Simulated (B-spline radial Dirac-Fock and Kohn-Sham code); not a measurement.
# Kohn-Sham estimates against Dirac-Fock for the levels of P⁴⁺

System: phosphorus as P⁴⁺ in the configuration [Ne] 3s1.

The density-functional columns are spherical, spin-unpolarised Dirac-Kohn-Sham results without Breit or QED terms: −ε is minus the orbital energy of the initial state and ΔSCF the difference of two total energies. The reference in the last column comes from Dirac-Fock energy differences between relaxed states, corrected for Breit and QED terms. All numbers are from an atomic code on a B-spline grid, in eV; a selection of levels is shown. The Kohn-Sham columns are given as differences from the reference.

```csv
level,PBE −ε − DF,PBE ΔSCF − DF,LDA −ε − DF,LDA ΔSCF − DF,Dirac-Fock
L2 (2p1/2),-18.4,+2.7,-18.4,+2.7,199.8
L3 (2p3/2),-18.5,+2.6,-18.4,+2.6,199.0
M1 (3s),-6.1,+0.5,-5.9,+0.4,64.57
```

For the outermost level NIST gives 65.02511 eV (measured); the differences from it are PBE −ε -6.56, PBE ΔSCF +0.03, LDA −ε -6.35, LDA ΔSCF -0.08, Dirac-Fock -0.46 eV.

Values without a named source are computed, but for edge energies of neutral atoms, which are taken from tables.
